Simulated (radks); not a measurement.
Values are calculated unless marked as measured or tabulated.
The gold ion Au2+ inside a hard spherical wall (all orbitals vanish at R), configuration held at [Xe] 4f14 5d9 and not refilled when levels cross. Code: a radial shooting solver on a logarithmic mesh with Libxc functionals. Model: scalar-relativistic Kohn-Sham, r2SCAN, spin-polarised, spherical densities, finite nucleus; open shells are filled with parallel spins first (spin-orbit coupling, left out, can overturn this in heavy ions); meta-GGA in the generalised Kohn-Sham scheme; Fermi nuclear charge, rms radius 5.4371 fm. Eigenvalues in eV for spin up, with the zero of energy where the potential of the charges vanishes at infinity; a dash marks a level that is unbound or too diffuse for the functional's potential to be trusted. A positive occupied level is held by the wall or, in an anion where self-interaction has pushed it up, behind a barrier. The pressure on the wall is -dE/dV.

| R (bohr) | E (hartree) | kinetic (hartree) | e(5s) | e(4f) | e(5p) | e(5d) | e(6s, empty) | e(6p, empty) | pressure (GPa) |
|---|---|---|---|---|---|---|---|---|---|
| free | -19008.6744 | 21257.940 | -132.47 | -103.77 | -83.319 | -27.941 | -22.499 | -13.933 | 0 |
| 20 | -19008.6744 | 21257.940 | -132.47 | -103.77 | -83.319 | -27.941 | -22.499 | -13.933 | < 0.0001 |
| 15 | -19008.6744 | 21257.940 | -132.47 | -103.77 | -83.319 | -27.941 | -22.499 | -13.933 | < 0.0001 |
| 8 | -19008.6744 | 21257.940 | -132.47 | -103.77 | -83.319 | -27.941 | -22.498 | -13.911 | 0.000290 |
| 3.5 | -19008.4994 | 21259.162 | -129.56 | -100.58 | -80.594 | -25.253 | -16.462 | -2.186 | 77.6 |
| 3 | -19008.1071 | 21261.370 | -125.85 | -96.353 | -77.160 | -21.464 | -7.895 | 10.656 | 351 |
| 1.5 | -18973.2525 | 21404.039 | -40.115 | 0.542 | 18.687 | 101.75 | 289.40 | 357.29 | 124000 |
